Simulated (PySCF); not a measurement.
Sn(Br)(SiH3) (BrH3SiSn), SMILES [SiH3][Sn][Br] (connectivity only; charge and spin as stated), neutral, multiplicity 1. Atoms are numbered in the order given.

```xyz
6

Sn     0.8567     0.5175     0.0000
Br    -0.4739    -1.6832     0.0000
Si    -1.4587     1.8983     0.0000
H     -1.2898     3.4002     0.0000
H     -2.2684     1.5290    -1.2197
H     -2.2684     1.5290     1.2197
```

Geometry: PBE-D3(BJ)/def2-SVP. The structure was generated by enumeration; whether it is a known compound was not checked. The def2 effective core potentials stand for the cores of Sn; spin–orbit coupling is left out.

All values below come from PySCF with PBE-D3(BJ)/def2-SVP.

Frequencies are harmonic and unscaled.

```
mode  ν (cm⁻¹)  IR (km/mol)  moving atoms (share of kinetic energy)
----  --------  -----------  --------------------------------------
1           70          0.1                                  H 98 %
2           74          0.9       Si 45 %, Br 27 %, Sn 14 %, H 13 %
3          232         24.1                        Br 59 %, Sn 39 %
4          261         13.8                 Si 69 %, Sn 22 %, H 8 %
5          325         11.8                                  H 92 %
6          410          6.4                         H 87 %, Si 12 %
7          796        268.2                          H 91 %, Si 9 %
8          889         38.3                                  H 97 %
9          900         26.2                                  H 97 %
10        2116         84.8                                  H 99 %
11        2136         87.3                                  H 96 %
12        2141         77.4                                  H 96 %
```
